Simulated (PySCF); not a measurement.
## C₆ coefficients of unlike pairs at BHandHLYP

Calculated with PySCF 2.14 from the dipole response of each species, C₆(A,B) = (3/π) ∫ α_A(iu) α_B(iu) du, in atomic units, from isotropic polarisabilities. For ions this is the dispersion term alone; charge-induced terms of lower order in 1/R come first.

```tsv
species	configuration	basis	relativity	α (bohr³)	C₆ (like pair)
Ne+	[He] 2s2 2p5 (2P)	aug-cc-pCVTZ-DK (7s6p4d2f)	spin-free X2C	1.294	2.275
Nb+	[Kr] 4d4 (5D)	aug-cc-pVDZ-PP with ECP28MDF (5s5p4d2f)	core potential	24.35	155.2
Ba+	[Xe] 6s1 (2S)	x2c-TZVPPall with one added diffuse shell each of s, p, d type (12s8p7d2f1g)	spin-free X2C	128.7	1405
F+	[He] 2s2 2p4 (3P)	aug-cc-pVQZ-DK (6s5p4d3f2g)	spin-free X2C	1.777	3.274
```

(1) Estimate C₆ for F+ with Ne+.

No spin-orbit coupling is included.

The other pairs:

```json
{"pair": "F+, Ba+", "C₆": "43.59"}
{"pair": "Ba+, Nb+", "C₆": "415.3"}
{"pair": "Ba+, Ne+", "C₆": "33.36"}
{"pair": "F+, Nb+", "C₆": "20.04"}
{"pair": "Nb+, Ne+", "C₆": "15.81"}
```

## Answers

(1) The integral gives 2.711. The combination rule 2 C_A C_B / (C_A α_B/α_A + C_B α_A/α_B) gives 2.705 and the geometric mean 2.729.
